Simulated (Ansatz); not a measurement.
# Energy profile

The step: CH₆SSn ([CH3][SnH2][SH]) → SnH₂S ([S][SnH2]) + CH₄; bonds formed: C2–H4; bonds broken: Sn1–C2, S3–H4 (atoms numbered as in the saddle structure below).

```
9
angstrom
Sn -0.0107 -1.1567 0.6231
C -0.0645 1.0347 -0.2830
S 0.6513 -1.7913 -1.4914
H 0.2891 -0.0891 -1.0192
H 1.0825 -0.9433 1.9219
H -1.6183 -1.3157 1.1877
H 0.6338 1.5238 0.3980
H -1.1023 1.2861 -0.0579
H 0.1391 1.4516 -1.2792
```

Electronic energies by CCSD(T) at an estimated basis limit (MP2 extrapolated from triple and quadruple zeta, plus CCSD(T) − MP2 in triple zeta), on PBE0-D4/def2-TZVP structures; CH₆SSn, closed shell; no counterpoise correction. Ansatz 0.2.0; basis: def2-TZVPP and def2-QZVPP; cores frozen in the correlated methods. Filled d shells of the heavier atoms are correlated. Core potentials replace the inner electrons of the atoms past krypton. The def2 sets are not built for correlating such inner shells, so the correlated values are less sure here. Extrapolation: Hartree–Fock as exp(−7.88 √X), correlation as X^−2.97.

Q: Give the profile in eV, counted from the start structure. (An estimate is asked for; the value comes from the calculation.)

A: The calculation gives:
```
                                                                                               point     eV
                                                                                     start structure  0.000
                                                                                              saddle  2.476
                                                                                       end structure  0.864
separated: SnH₂S (linked as [S][SnH2]; Sn1, S3, H5, H6; singlet) + CH₄ (C2, H4, H7, H8, H9; singlet)  0.961
```

The T1 diagnostic stays at or below 0.021.

For scale, one of the runs: CCSD(T)/def2-TZVPP, 207 basis functions, launched by `ansatz run in.yaml --threads 4 --pin off --events-out ev --progress --plain --max-ram 9574MiB`. Time: 99 s of wall clock on 4 CPU threads of an Intel Xeon; the host was shared. Peak host memory: 2.9 GiB.
